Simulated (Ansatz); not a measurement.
A series at Ge: from `[CH3][GeH3]`, ligands are replaced one by one, each step taking up H–F and setting free H₂; n counts the steps. Ansatz, PBE0-D4/def2-TZVP geometries.

CBS adds triple-zeta CCSD(T) − MP2 to the MP2 limit, frozen cores; atoms without spin–orbit coupling. Outer-core shells of Ge are correlated without core-valence functions. Scalar relativity is left out up to krypton. Spin–orbit coupling is left out.

| n | molecule | atomization energy, CCSD(T)/CBS (kJ/mol) |
| --- | --- | --- |
| 0 | `[CH3][GeH3]` | 2512.7 |
| 1 | `[CH3][GeH2][F]` | ? |
| 2 | `[CH3][GeH]([F])[F]` | 2880.8 |
| 3 | `[CH3][Ge]([F])([F])[F]` | 3068.1 |

Task: By hand: fit a straight line y = ȳ + b (n − n̄) to the 3 given rows and predict n = 1.

Result: n̄ = 1.667, ȳ = 2820.53; Σ(n − n̄)(y − ȳ) = 863.23, Σ(n − n̄)² = 4.667, so b = 184.96 kJ/mol a step. Prediction: 2820.53 + (184.96) × (-0.667) = 2697.2 kJ/mol.

Task: By hand: compare with the computed value, 2689.1 kJ/mol, and give the steps along the whole series.

Result: The line misses by -8.1 kJ/mol (computed minus predicted). Steps: 176.4, 191.7, 187.3 kJ/mol.

The steps differ by up to 15.3 kJ/mol, small against a whole step but well beyond the method's doubt, so the ligands' effects don't simply add. The miss is 1.5 % of the series' range. The energies themselves are unsure by some kJ/mol a bond, though much of that is common to the series.
